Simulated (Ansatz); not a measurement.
`N=C[SiH2]O` and `N=C(S)[SiH2]O` differ in one atom or group.

Ansatz, PBE0-D4/def2-TZVP geometries, multiplicity 1. Each molecule was computed in one conformer, which needn't be the lowest.

```json
{"property": "HOMO–LUMO gap (PBE/def2-TZVPP) / eV", "`N=C[SiH2]O`": "4.12"}
{"property": "LUMO energy (B3LYP/def2-TZVPP) / eV", "`N=C[SiH2]O`": "-1.39"}
{"property": "HOMO–LUMO gap (B3LYP/def2-TZVPP) / eV", "`N=C[SiH2]O`": "6.22"}
{"property": "LUMO energy (ωB97M-V/def2-TZVPP) / eV", "`N=C[SiH2]O`": "1.12"}
{"property": "HOMO energy (PBE0/def2-TZVPP) / eV", "`N=C[SiH2]O`": "-7.82"}
{"property": "size of the dipole moment (ωB97M-V/def2-TZVPP) / D", "`N=C[SiH2]O`": "2.83"}
```

Question: Give the same properties after the change, and the shifts. (Estimate.)

Answer: The calculation gave: 
```json
{"property": "HOMO–LUMO gap (PBE/def2-TZVPP) / eV", "`N=C(S)[SiH2]O`": "4.50", "shift": "0.38"}
{"property": "LUMO energy (B3LYP/def2-TZVPP) / eV", "`N=C(S)[SiH2]O`": "-1.25", "shift": "0.14"}
{"property": "HOMO–LUMO gap (B3LYP/def2-TZVPP) / eV", "`N=C(S)[SiH2]O`": "6.23", "shift": "0.01"}
{"property": "LUMO energy (ωB97M-V/def2-TZVPP) / eV", "`N=C(S)[SiH2]O`": "1.17", "shift": "0.05"}
{"property": "HOMO energy (PBE0/def2-TZVPP) / eV", "`N=C(S)[SiH2]O`": "-7.72", "shift": "0.10"}
{"property": "size of the dipole moment (ωB97M-V/def2-TZVPP) / D", "`N=C(S)[SiH2]O`": "1.96", "shift": "-0.87"}
```

Dipoles are sizes alone; their direction can turn.

B3LYP here is the variant with VWN-RPA as its local correlation; programs differ in this.
